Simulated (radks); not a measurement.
Values are calculated unless marked as measured or tabulated.
Question: The mean radii <r> (bohr) of the occupied orbitals of an atom or ion are listed with their occupations. Code: a radial shooting solver on a logarithmic mesh with Libxc functionals. Model: scalar-relativistic Kohn-Sham, PBEsol, spin-polarised, spherical densities, point nucleus.

orbital  occ.      <r>
1s up       1  0.02843
1s down     1  0.02843
2s up       1   0.1227
2s down     1   0.1227
2p up       3   0.1071
2p down     3   0.1071
3s up       1   0.3308
3s down     1   0.3307
3p up       3   0.3289
3p down     3   0.3289
3d up       5   0.3055
3d down     5   0.3055
4s up       1   0.7908
4s down     1   0.7907
4p up       3   0.8526
4p down     3   0.8521
4d up       5    1.032
4d down     5    1.026
5s up       1    2.161
5s down     1    2.144
5p up       2    2.644

Name the element and its charge. Open shells, if any, are filled with parallel spins first.

Answer: Z = 51, antimony, charge +1: Sb+ in [Kr] 4d10 5s2 5p2. The 1s radius gives Z: for a bare nucleus <r> = (2 gamma + 1)/(2Z) with gamma = sqrt(1 - (Z/c)^2), 0.028 bohr for Z = 51, and screening makes it slightly larger (0.02843 here). The occupations add up to 50, and the charge is Z minus that.
